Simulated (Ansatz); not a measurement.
Reaction (ligand exchange at a B–N bond): `FBN[SiH3]` + `[OH][GeH3]` → `FB[O][GeH3]` + `N[SiH3]`

Calculated with Ansatz (gas phase, PBE0-D4/def2-TZVP geometries, no zero-point term in ΔE). CBS: MP2 limit from def2 TZ/QZ plus the TZ coupled-cluster correction, frozen cores. This one scheme is used for every species. DFT in def2-TZVPP. For Ge outer-core shells are correlated without core-valence functions, which leaves a few kJ/mol of doubt a bond. Scalar relativity is left out up to krypton. One conformer a species, not always the lowest.

```json
{"level": "LDA (SPW92)", "ΔE (eV)": "-0.22"}
{"level": "r2SCAN-D4", "ΔE (eV)": "-0.24"}
{"level": "B97M-V", "ΔE (eV)": "-0.28"}
{"level": "PBE0", "ΔE (eV)": "-0.23"}
{"level": "r2SCANh", "ΔE (eV)": "-0.25"}
{"level": "RPA@PBE/def2-TZVPP", "ΔE (eV)": "-0.25"}
{"level": "MP2/def2-SVP", "ΔE (eV)": "-0.28"}
{"level": "MP2/def2-TZVPP", "ΔE (eV)": "-0.25"}
```

Task: What does CCSD(T)/CBS give? (Best estimate.)

Result: Computed: -0.24 eV. The listed levels differ from it by 0.02, 0.00, -0.04, 0.01, -0.01, -0.01, -0.04, -0.01 eV.

Largest T1 diagnostic among the species: 0.013.

Leaving LDA and LC-ωPBE aside and taking each functional with its dispersion term where it has one, the values, not all of them listed here, spread over 0.09 eV, from B97M-V to revPBE-D4. At CCSD(T), def2-SVP lies −0.04 eV from the extrapolated value and def2-TZVPP −0.02 eV. In def2-TZVPP, CCSD(T) changes the Hartree–Fock value by +0.06 eV (the triples alone add +0.01 eV) and MP2 by +0.07 eV.
